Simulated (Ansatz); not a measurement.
Consider the formal exchange of groups at a C–O bond: `C=C(O)[SiH3]` + ethylene → `C=CC(=C)[SiH3]` + H₂O.

Calculated with Ansatz (gas phase, PBE0-D4/def2-TZVP geometries, no zero-point term in ΔE). CCSD(T)/CBS adds triple-zeta CCSD(T) − MP2 to the extrapolated MP2 energy (def2 sets, frozen cores). This one scheme is used for every species. DFT in def2-TZVPP. HSE06 is defined as in plane-wave codes. One conformer a species, not always the lowest.

```tsv
species	HSE06-D4 energy (Eh)
`C=C(O)[SiH3]`	-444.26197
`C=C`	-78.50988
`C=CC(=C)[SiH3]`	-446.41795
H₂O	-76.37741
```

Work out ΔE.

ΔE = (-446.41795) + (-76.37741) − (-444.26197) − (-78.50988) = -0.02351 Eh = -61.7 kJ/mol. CCSD(T)/CBS gives -68.3 kJ/mol.

What do rigid-rotor, harmonic-oscillator terms from PBE0-D4/def2-TZVP frequencies (298.15 K, 1 bar) make of the CCSD(T)/CBS value? (Estimate.)

The calculation gave: ΔZPE = -1.2 kJ/mol, ΔH = -68.3 kJ/mol, ΔS = -18 J/(mol·K), ΔG = -63.0 kJ/mol. Modes under 50 cm⁻¹ make the entropy rough.

Largest T1 diagnostic among the species: 0.013.

From r2SCAN to r2SCAN0 (25 % exact exchange), in def2-TZVPP and without D4, ΔE moves by −3.2 kJ/mol. In def2-TZVPP, CCSD(T) changes the Hartree–Fock value by −15.5 kJ/mol (the triples alone add −2.4 kJ/mol) and MP2 by −25.7 kJ/mol.
